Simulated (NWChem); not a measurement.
# hydrogen iodide (HI); SMILES I

Computed with NWChem. def2 effective core potentials on I; no spin-orbit coupling. Each level has its own optimisation. Entropies are gas-phase, rigid-rotor, harmonic values for NWChem's default masses at 298.15 K and 1 bar, so the errors hold that model's part too (torsions, anharmonicity).

Measured entropy at 1 bar: 49.4 cal/(mol K) (CRC Handbook, as tabulated in the package chemicals).

```csv
level,entropy at 1 bar (cal/(mol K)),computed − measured
Hartree-Fock/def2-SVP,49.3,-0.1
Hartree-Fock/def2-SVPD,___,___
Hartree-Fock/def2-TZVP,___,___
Hartree-Fock/def2-TZVPD,49.3,-0.1
Hartree-Fock/def2-TZVPP,49.3,-0.1
```

**Question.** Complete the blanks.

**Answer.** 
- Hartree-Fock/def2-TZVP, entropy at 1 bar (cal/(mol K)): 49.3
- Hartree-Fock/def2-TZVP, computed − measured: -0.1
- Hartree-Fock/def2-SVPD, entropy at 1 bar (cal/(mol K)): 49.3
- Hartree-Fock/def2-SVPD, computed − measured: -0.1
